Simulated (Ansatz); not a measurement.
Ansatz results at the PBE0-D4/def2-TZVP geometry: HOMO–LUMO gap (PBE/def2-TZVPP) 3.48 eV; size of the dipole moment (B3LYP/def2-TZVPP) 0.53 D; HOMO energy (ωB97M-V/def2-TZVPP) -8.24 eV.

Q: Which molecule gave them?
A. `C=C(O)[Se][GaH2]`
B. `C=[C]([GeH3])[TeH]`
C. `CCSCS`
D. `F[CH](F)[GaH2]`

A: B. The others give `F[CH](F)[GaH2]`: 3.57, 1.92, -10.14; `C=C(O)[Se][GaH2]`: 3.53, 2.68, -8.24; `CCSCS`: 4.58, 2.36, -8.72.

B3LYP here is the variant with VWN-RPA as its local correlation; programs differ in this.
